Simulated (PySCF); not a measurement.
**Calculated NMR data**

- GIAO PBE0/pcSseg-1 shieldings
- structure optimised with GFN2-xTB
- program: PySCF 2.14
- one conformer, one averaged value for each set of equivalent atoms, gas phase, relativity neglected

Shifts are taken against calculated references (same method and geometry level): TMS for 1H and 13C. Where no couplings were computed, multiplicities follow the n + 1 count of equivalent neighbours, and m marks all less simple cases (inequivalent or close neighbours, rings, F or P nearby). Shifts are as computed. Against solution values, carbons near 30 ppm lie about +3 ppm off and those near 130 ppm about +5 ppm. Of 1211 compounds with measured shifts, 218 miss one by over three times the rms of a fit or turn the order of signals round; such compounds aren't used in these exercises. OH and NH positions are gas-phase values without hydrogen bonding to other molecules.

Compound 1 (C₇H₉N). 1H NMR (400 MHz, computed): δ 8.90 (d, 2H), 7.23 (d, 2H), 2.64 (q, 2H), 1.23 (t, 3H). 13C{1H} NMR (computed): δ 159.8 (C), 156.1 (CH), 127.9 (CH), 34.8 (CH2), 22.1 (CH3). Structure: SMILES C(C)c1ccncc1.

Compound 2 (C₇H₉N). 1H NMR (400 MHz, computed): δ 6.85 (m, 1H), 6.64 (m, 1H), 5.96 (m, 1H), 5.40 (s, 2H), 4.06 (s, 2H), 0.67 (br s, 2H). 13C{1H} NMR (computed): δ 178.2, 177.7, 142.3, 132.8, 129.9, 98.4, 52.2. Structure: `C=C=C=C(C=C)CN`.
